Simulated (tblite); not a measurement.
Compound: C7H11OP.
Z-matrix (Å and degrees, GFN2-xTB geometry), rows numbered from 1:
```
C 
C   1  1.3213
P   2  1.8158  1  119.12
O   3  1.4669  2  114.16  1    -0.27
C   3  1.8100  2  106.10  1   132.34
C   5  1.3298  3  111.96  2    95.80
C   6  1.4911  5  125.78  3   179.46
C   6  1.5090  5  116.34  3    -1.59
C   8  1.5275  6  108.53  5    17.60
H   1  1.0790  2  119.40  3     0.05
H   1  1.0788  2  123.21  3  -179.99
H   2  1.0804  1  123.06  3   179.63
H   5  1.0769  3  122.91  2   -85.34
H   7  1.0899  6  110.17  5   121.05
H   7  1.0865  6  111.23  5     0.16
H   7  1.0898  6  110.02  5  -120.57
H   8  1.0926  6  110.50  5   140.28
H   8  1.0941  6  108.56  5  -102.50
H   9  1.0930  3  105.56  2   155.20
H   9  1.0899  3  112.87  2    37.19
```

Computed with GFN2-xTB (tblite): harmonic, unscaled wavenumbers at the GFN2-xTB geometry, gas phase. Against measured fundamentals such values can be off by several per cent, at times by over 20. One conformer, not necessarily the lowest.

Harmonic wavenumbers (cm⁻¹): 67.5, 75.8, 121.7, 122.1, 188.2, 218.4, 268.0, 308.9, 353.0, 360.1, 433.9, 503.6, 525.1, 554.6, 657.2, 758.5, 761.7, 779.4, 832.7, 876.1, 908.0, 932.6, 973.4, 1005.2, 1012.8, 1013.4, 1047.6, 1098.3, 1102.4, 1160.7, 1221.4, 1226.8, 1240.2, 1276.7, 1315.7, 1377.2, 1398.0, 1434.8, 1469.8, 1473.8, 1475.5, 1661.2, 1681.4, 2939.0, 2958.4, 2970.8, 2985.9, 3000.8, 3014.9, 3053.0, 3057.8, 3078.7, 3100.3, 3109.7.

A = 2648, B = 917.7, C = 897.2 MHz; mass 142.055 u (most abundant isotopes); point group C1, symmetry number 1.

Question: What is the zero-point energy?

Answer: ½Σν̃ = 35271 cm⁻¹ = 100.85 kcal/mol.

Question: Give the ideal-gas entropy at 298.15 K and 1 bar in the rigid-rotor, harmonic-oscillator model (classical rotation).

Answer: Translation 40.79, rotation 29.38, vibration 29.02: S = 99.2 cal/(mol K).

Question: And Cp and H(298.15 K) − H(0)?

Answer: Cp = 40.13 cal/(mol K), of which vibrations give 32.18 (their classical limit is 54 R = 107.3); H(298.15 K) − H(0) = 7.10 kcal/mol without the zero-point energy, 4.73 from vibrations.

Question: What must be added to the electronic energy to get the Gibbs energy at 298.15 K and 1 bar?

Answer: ZPE + [H(298.15 K) − H(0)] − T·S = 100.85 + 7.10 − 29.57 = 78.38 kcal/mol.

Question: Blend soft modes into free rotors: weight 1/[1 + (100 cm⁻¹/ν̃)⁴] for the oscillator and the rest for a rotor with moment μB/(μ + B), μ = h/(8π²ν), B = 10⁻⁴⁴ kg m². What vibrational entropy results?

Answer: 27.32 cal/(mol K) in place of 29.02, which changes −T·S at 298.15 K by +0.51 kcal/mol.

Question: How do the functions run with temperature in this model?

Answer: 
| T (K) | S (cal/(mol K)) | Cp (cal/(mol K)) | H − H(0) (kcal/mol) | G − H(0) (kcal/mol) | ln q(vib) |
| --- | --- | --- | --- | --- | --- |
| 150 | 77.8 | 24.1 | 2.36 | -9.32 | 2.70 |
| 250 | 92.6 | 34.8 | 5.29 | -17.86 | 5.34 |
| 400 | 112.5 | 50.9 | 11.75 | -33.26 | 9.36 |
| 600 | 136.5 | 67.4 | 23.68 | -58.21 | 14.72 |
| 900 | 167.0 | 83.0 | 46.43 | -103.89 | 22.36 |

q(vib) and H(0) count from the zero-point level.

Question: Which modes carry the vibrational entropy at 298.15 K?

Answer: 67.5 cm⁻¹: 4.22; 75.8 cm⁻¹: 4.00; 121.7 cm⁻¹: 3.07; 122.1 cm⁻¹: 3.07; 188.2 cm⁻¹: 2.25; 218.4 cm⁻¹: 1.97 cal/(mol K); the other 48 give 10.44 together.

Hindered rotation and anharmonicity are outside this model. Other conformers, if any are populated, would add a mixing term that is left out. The structure is chiral; the term R ln 2 for an equal mix with its mirror image is left out.

Hardware: Arm Neoverse V2, one thread, shared host. Cost: 0.72 s wall. This covers the Hessian and the dipole derivatives.
